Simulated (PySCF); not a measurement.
Compound: C2H8BO (charge -1).
SMILES with atom numbers: `[BH3-:1][O:2][CH2:3][CH3:4]` (hydrogens: H5, H6, H7 on B1; H8, H9 on C3; H10, H11, H12 on C4)

Structure used (PBE0-D3(BJ)/def2-SVP), in Å, numbered top down from 1:
```xyz
12
C2H8BO angstrom
B      2.1158    1.0826    0.3985
O      0.6270    1.0894    0.3680
C      0.0559    0.0192   -0.2502
C     -1.4624    0.1307   -0.2079
H      2.5498    0.0605    1.0042
H      2.5919    1.0717   -0.7733
H      2.5082    2.1091    0.9916
H      0.3794   -0.0762   -1.3191
H      0.3579   -0.9525    0.2192
H     -1.7874    1.0609   -0.7030
H     -1.9562   -0.7233   -0.7042
H     -1.8092    0.1782    0.8377
```

The calculation used PySCF, PBE0-D3(BJ)/def2-SVP geometry optimisation, gas phase.

Take the most abundant isotopes and a rigid rotor. The values belong to one conformer with, in the numbering `[BH3-:1][O:2][CH2:3][CH3:4]`, B1–O2–C3–C4 180°.

Question: What are A, B and C (GHz)?

Answer: Ia = 18.36, Ib = 124.08, Ic = 131.89 u·Å²; 505379 MHz·u·Å²/I gives 27520, 4073 and 3832 MHz, that is A = 27.520, B = 4.0730, C = 3.8318 GHz.

Question: What kind of rotor is it?

Answer: A near-prolate asymmetric top. Ray's parameter κ = (2B − A − C)/(A − C) = -0.980; −1 is the prolate and +1 the oblate limit.

Question: What does the inertial defect say?

Answer: Not planar: Δ = Ic − Ia − Ib = -10.55 u·Å². For a rigid frame Δ = −2 Σ m c², so Σ m c² = 5.28 u·Å² lies off the ab plane, practically all of it from hydrogen. The atom farthest from that plane is 1.03 Å away.

Question: Give the other two planar moments, Paa and Pbb, and the rms extents of the mass along the axes.

Answer: Paa = Σ m a² = (Ib + Ic − Ia)/2 = 118.80 and Pbb = Σ m b² = (Ia + Ic − Ib)/2 = 13.09 u·Å². With the mass M = 59.07 u, the rms extents √(P/M) along a, b and c are 1.42, 0.47, 0.30 Å.

Question: Predict some low-J microwave lines.

Answer: The dipole components (about the centre of mass, as the species is charged) are |μa| = 7.22 D, |μb| = 0.07 D, |μc| = 0.00 D; the mirror of this Cs structure is the ab plane, so μc vanishes by symmetry (the 0.01 D computed is a residue) and there are no c-type lines. The squared components, which scale the intensities, stand as 1.00 : 0.00 (a : b). Some lines, for components of 0.1 D or more:

```csv
type,branch,"J(Ka,Kc)",MHz,lower level (cm⁻¹)
a,Q,"2(1,1) ← 2(1,2)",723,1.565
a,Q,"3(1,2) ← 3(1,3)",1447,2.344
a,R,"1(0,1) ← 0(0,0)",7905,0.000
a,R,"2(1,2) ← 1(1,1)",15568,1.046
a,R,"2(0,2) ← 1(0,1)",15808,0.264
a,R,"2(1,1) ← 1(1,0)",16051,1.054
a,R,"3(1,3) ← 2(1,2)",23352,1.565
a,R,"3(0,3) ← 2(0,2)",23707,0.791
a,R,"3(2,2) ← 2(2,1)",23714,3.936
a,R,"3(2,1) ← 2(2,0)",23722,3.936
a,R,"3(1,2) ← 2(1,1)",24075,1.589
```

Question: Estimate the classical rotational partition function at 50 K, 200 K and 298.15 K.

Answer: Point group Cs, symmetry number σ = 1; q = (√π/σ)·√((kT/h)³/(ABC)), k/h = 20836.6 MHz/K: 2880 at 50 K, 23000 at 200 K, 41900 at 298.15 K.

Whether it is a minimum is left open (no frequencies). The geometry's basis has no diffuse functions, a weakness for an anion. These are rigid-rotor constants of the computed structure; measured ground-state constants (B0) also hold zero-point vibration. A rigid rotor knows nothing of internal rotation, which can split or shift real lines. Quadrupole hyperfine structure (11B) is left out.
